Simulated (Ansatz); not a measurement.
`F[Si](F)(Cl)[SiH2]Cl` + `S[SiH](Cl)Cl` → `Cl[SiH2]S[SiH](Cl)Cl` + `F[SiH](F)Cl`  (cleavage of the Si–Si bond)

Program: Ansatz. Geometries: PBE0-D4/def2-TZVP. ΔE: electronic, gas phase. CBS: MP2 limit from def2 TZ/QZ plus the TZ coupled-cluster correction, frozen cores. Functionals use def2-TZVPP. B3LYP here is the variant with VWN-RPA as its local correlation; programs differ in this. One conformer a species, not always the lowest.

`F[Si](F)(Cl)[SiH2]Cl`:

Cartesian coordinates in Å:
```
F 1.065 0.190 -1.980
Si -0.156 -0.291 -1.095
F -0.337 -1.841 -1.370
Cl -1.822 0.669 -1.739
Si 0.242 0.098 1.174
Cl 0.398 2.128 1.428
H 1.506 -0.546 1.605
H -0.896 -0.408 1.976
```

`S[SiH](Cl)Cl`:

Cartesian coordinates in Å:
```
S -1.297 -0.563 -0.987
Si 0.426 -0.020 0.111
Cl 2.007 -0.415 -1.108
Cl 0.413 1.958 0.621
H -2.129 -0.180 -0.001
H 0.581 -0.780 1.364
```

`Cl[SiH2]S[SiH](Cl)Cl`:

```xyz
9

Cl    2.270    1.038    1.062
Si    0.462    0.245    1.594
S    -1.124    0.886    0.316
Si   -0.750   -0.156   -1.490
Cl    0.890    0.550   -2.468
Cl   -0.487   -2.156   -1.182
H     0.590   -1.225    1.584
H     0.086    0.772    2.922
H    -1.937    0.047   -2.338
```

`F[SiH](F)Cl`:

Z-matrix (Å, degrees):
```
Si
F 1 1.577
Cl 1 2.018 2 109.0
F 1 1.577 2 107.6 3 118.1
H 1 1.465 2 109.8 3 -122.4
```

CCSD(T)/CBS gives -0.84 eV.

Another level gave -0.75 eV. Which?
A. B3LYP/def2-TZVPP
B. PBE0-D4/def2-TZVPP
C. SCS-MP2/def2-TZVPP
D. CCSD/def2-TZVPP

B. PBE0-D4 -0.75, CCSD/def2-TZVPP -0.80, B3LYP -0.70, SCS-MP2/def2-TZVPP -0.90 eV.

Largest T1 diagnostic among the species: 0.011.

From PBE to PBE0 (25 % exact exchange), in def2-TZVPP and without D4, ΔE moves by −0.06 eV. The D4 term adds −0.08 eV with B3LYP and −0.04 eV with PBE0; it sums over pairs of atoms, weighted by their polarisabilities, and B3LYP, whose exchange is more repulsive, gets the larger term.
